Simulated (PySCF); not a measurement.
C2F3, SMILES [C](F)=C(F)F (connectivity only; charge and spin as stated), charge +1, multiplicity 1.

Coordinates come from a B3LYP-D3(BJ)/def2-SVP optimisation. The multiplicity is an assumed one; other spin states were not compared. The isomer is the one that the SMILES or the coordinates give; other isomers of the formula were not compared.

All values below come from B3LYP-D3(BJ)/def2-SVP (PySCF).

Harmonic, unscaled wavenumbers; measured fundamentals usually lie a few per cent lower.

Question: Estimate the vibrational spectrum. (An estimate is asked for; the answer gives what the named calculation found.)

Answer: 
| mode | ν (cm⁻¹) | IR (km/mol) | Raman (Å⁴/amu) | depolarisation | moving atoms (share of kinetic energy) |
|---|---|---|---|---|---|
| 1 | 161 | 5.1 | 0.3 | 0.75 | F 81 %, C 19 % |
| 2 | 298 | 35.3 | 1.7 | 0.55 | C 51 %, F 49 % |
| 3 | 483 | 1.0 | 3.0 | 0.27 | F 70 %, C 30 % |
| 4 | 489 | 1.1 | 6.2 | 0.75 | C 70 %, F 30 % |
| 5 | 615 | 21.4 | 5.4 | 0.46 | C 80 %, F 20 % |
| 6 | 841 | 13.8 | 11.1 | 0.06 | F 72 %, C 28 % |
| 7 | 1403 | 465.1 | 0.5 | 0.64 | C 64 %, F 36 % |
| 8 | 1520 | 309.0 | 0.7 | 0.75 | C 69 %, F 31 % |
| 9 | 1739 | 30.9 | 5.2 | 0.64 | C 78 %, F 22 % |
